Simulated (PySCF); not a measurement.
SMILES c1cc(sc1C=O)C=C (C7H6OS) (GFN2-xTB optimised geometry):

```
15

C     -0.171     2.845     0.000
C      0.773     1.908     0.000
C      0.523     0.491     0.000
C      1.478    -0.505     0.000
C      0.934    -1.788     0.000
C     -0.445    -1.788     0.000
C     -1.327    -2.927     0.000
O     -2.534    -2.888     0.000
S     -1.075    -0.171     0.000
H     -1.218     2.589     0.000
H      0.073     3.893     0.000
H      1.820     2.183     0.000
H      2.534    -0.300     0.000
H      1.518    -2.692     0.000
H     -0.780    -3.893     0.000
```

Level of theory: PySCF with CAM-B3LYP/def2-TZVP.

Task: What are the frontier orbital energies and the dipole moment?

Result: HOMO-2 -9.05 eV, HOMO-1 -9.00 eV, HOMO -7.90 eV, LUMO -1.37 eV, LUMO+1 0.85 eV; dipole moment 4.20 D.

Meta-Löwdin charges at CAM-B3LYP/def2-TZVP: C1 -0.24, C2 -0.10, C3 -0.09, C4 -0.16, C5 -0.11, C6 -0.17, C7 0.27, O8 -0.42, S9 0.31, H10 0.12, H11 0.13, H12 0.12, H13 0.13, H14 0.13, H15 0.08.
